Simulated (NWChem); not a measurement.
Species: AlH₂ cation; SMILES [AlH2+]

```xyz
3

Al     0.0000     0.0000     0.0000
H      0.0000     0.0000    -1.5536
H      0.0000     0.0000     1.5536
```
Atoms are numbered in this order, from 1.

Program: NWChem. Geometry optimised at PBE0-D3(BJ)/def2-TZVP; all other runs use it. Pople sets run with spherical d functions. Vzz has the sign of the potential's second derivative.

| quantity | level | value |
|---|---|---|
| vertical, lowest state with f > 0.02, singlet (eV) | PBE/6-31+G*, TDA | 9.29 |
| isotropic polarisability (bohr³), static | LC-BLYP (range parameter 0.33 per bohr)/def2-SVPD | 20.8 |
| Vzz Al1 (a.u.) | PBE/def2-TZVP | -2.121 |
| J(27Al atom 1, 1H atom 2) (Hz) | B3LYP/IGLO-III | 603.3 |
| first state with f > 0.002 (eV), Al K edge, unshifted | PBE/def2-TZVP, TDA | 1506.8 |
| orbital gap (eV) | B3PW91/def2-TZVP | 7.70 |
| highest harmonic frequency (cm⁻¹) | PBE0-D3(BJ)/def2-TZVP | 2111 |
